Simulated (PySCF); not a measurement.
CH7GeNOSi, SMILES [NH]1C[SiH2][Ge@@H]1[OH].

Coordinates come from a B3LYP-D3(BJ)/def2-SVP optimisation. The structure was generated by enumeration; whether it is a known compound was not checked. The values are those of a single conformer.

Computed with B3LYP-D3(BJ)/def2-SVP run with PySCF.

Frequencies are harmonic and unscaled.

| mode | ν (cm⁻¹) | IR (km/mol) | moving atoms (share of kinetic energy) |
|---|---|---|---|
| 1 | 73 | 19.8 | H 38 %, O 25 %, N 16 %, C 15 % |
| 2 | 104 | 24.5 | O 36 %, H 32 %, C 14 %, Si 11 % |
| 3 | 173 | 55.7 | H 53 %, O 28 %, Ge 11 % |
| 4 | 232 | 5.8 | H 40 %, N 27 %, O 17 %, Ge 14 % |
| 5 | 329 | 52.5 | H 54 %, N 17 %, Ge 15 % |
| 6 | 346 | 11.0 | Si 41 %, H 28 %, Ge 22 % |
| 7 | 417 | 9.1 | Si 36 %, H 22 %, N 16 %, C 15 %, Ge 11 % |
| 8 | 485 | 89.8 | H 81 %, Si 11 % |
| 9 | 565 | 15.9 | H 96 % |
| 10 | 615 | 115.0 | H 90 % |
| 11 | 645 | 6.2 | C 33 %, H 30 %, N 15 %, Si 14 % |
| 12 | 675 | 142.6 | O 66 %, Ge 17 % |
| 13 | 698 | 40.9 | N 42 %, H 27 %, C 11 % |
| 14 | 756 | 117.7 | H 69 %, Si 14 %, N 11 % |
| 15 | 764 | 88.8 | H 96 % |
| 16 | 854 | 22.0 | H 74 %, C 21 % |
| 17 | 901 | 44.3 | H 89 %, O 9 % |
| 18 | 946 | 96.4 | H 95 % |
| 19 | 1046 | 23.3 | C 38 %, N 36 %, H 25 % |
| 20 | 1161 | 18.4 | H 76 %, C 18 % |
| 21 | 1171 | 1.5 | H 89 % |
| 22 | 1322 | 13.6 | H 67 %, N 19 %, C 14 % |
| 23 | 1479 | 6.1 | H 93 % |
| 24 | 2072 | 212.9 | H 99 % |
| 25 | 2215 | 104.8 | H 98 % |
| 26 | 2228 | 101.3 | H 96 % |
| 27 | 2976 | 70.1 | H 95 % |
| 28 | 3018 | 35.1 | H 90 %, C 10 % |
| 29 | 3569 | 4.9 | H 93 % |
| 30 | 3838 | 62.1 | H 94 % |
